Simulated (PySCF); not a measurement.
**C21H18O4S: Orbital levels and atomic charges**

System: C21H18O4S (non-ionic photoacid generator), SMILES Cc1ccc(S(=O)(=O)O[C@@H](C(=O)c2ccccc2)c2ccccc2)cc1.

Cartesian coordinates (Å):
```
  1 C     6.0881   -1.2096    1.7407
  2 C     4.8969   -0.6927    0.9953
  3 C     4.8782    0.6100    0.5061
  4 C     3.7962    1.0770   -0.2190
  5 C     2.7284    0.2332   -0.4502
  6 S     1.3658    0.8490   -1.4069
  7 O     1.8087    1.9675   -2.1797
  8 O     0.6759   -0.2013   -2.1037
  9 O     0.3731    1.3987   -0.2483
 10 C    -0.9775    0.9900   -0.4066
 11 C    -1.0325   -0.5440   -0.3813
 12 O    -0.2974   -1.1746    0.3434
 13 C    -2.0591   -1.1748   -1.2347
 14 C    -1.7542   -2.3917   -1.8402
 15 C    -2.6782   -3.0137   -2.6583
 16 C    -3.9250   -2.4419   -2.8537
 17 C    -4.2433   -1.2447   -2.2319
 18 C    -3.3130   -0.6025   -1.4355
 19 C    -1.7905    1.5595    0.7299
 20 C    -1.5734    1.1169    2.0286
 21 C    -2.3186    1.6375    3.0715
 22 C    -3.2792    2.6047    2.8267
 23 C    -3.4909    3.0548    1.5344
 24 C    -2.7486    2.5355    0.4880
 25 C     2.7126   -1.0585    0.0345
 26 C     3.8003   -1.5168    0.7579
 27 H     5.7858   -1.8889    2.5336
 28 H     6.6625   -0.3943    2.1720
 29 H     6.7390   -1.7573    1.0590
 30 H     5.7193    1.2609    0.6929
 31 H     3.7646    2.0775   -0.6191
 32 H    -1.3432    1.3567   -1.3733
 33 H    -0.7768   -2.8178   -1.6787
 34 H    -2.4304   -3.9493   -3.1384
 35 H    -4.6504   -2.9290   -3.4890
 36 H    -5.2220   -0.8102   -2.3712
 37 H    -3.5709    0.3233   -0.9435
 38 H    -0.8201    0.3658    2.2107
 39 H    -2.1530    1.2855    4.0790
 40 H    -3.8577    3.0091    3.6439
 41 H    -4.2332    3.8143    1.3386
 42 H    -2.9086    2.8927   -0.5195
 43 H     1.8513   -1.6803   -0.1457
 44 H     3.8009   -2.5265    1.1413
```

Method: CAM-B3LYP/def2-SVP, gas phase, PySCF, fitting set def2-universal-JFIT up to Ne and JKFIT beyond, grid level 1.

(1) Give the orbital energies near the gap.

(2) Give the partial charges of the non-hydrogen atoms.

## Answers

(1) 
```csv
orbital,eV
HOMO-4,-8.77
HOMO-3,-8.73
HOMO-2,-8.69
HOMO-1,-8.56
HOMO,-8.42
LUMO,-0.32
LUMO+1,0.14
LUMO+2,0.71
LUMO+3,0.74
```

(2) 
```
atom  Mulliken    IAO  Hirshfeld
  C1      0.08  -0.40      -0.11
  C2     -0.03   0.05       0.03
  C3     -0.01  -0.15      -0.05
  C4      0.03  -0.12      -0.04
  C5     -0.06  -0.24      -0.03
  S6      0.95   2.16       0.60
  O7     -0.41  -0.87      -0.31
  O8     -0.44  -0.88      -0.29
  O9     -0.42  -0.58      -0.15
 C10      0.25   0.04       0.03
 C11      0.07   0.39       0.16
 O12     -0.20  -0.43      -0.21
 C13      0.03  -0.05      -0.01
 C14      0.03  -0.11      -0.03
 C15      0.02  -0.14      -0.04
 C16      0.03  -0.13      -0.03
 C17      0.02  -0.14      -0.04
 C18      0.01  -0.14      -0.04
 C19     -0.03   0.00       0.00
 C20      0.02  -0.13      -0.04
 C21      0.02  -0.13      -0.04
 C22      0.03  -0.13      -0.04
 C23      0.01  -0.14      -0.04
 C24      0.01  -0.14      -0.04
 C25      0.05  -0.11      -0.03
 C26     -0.02  -0.15      -0.04
```
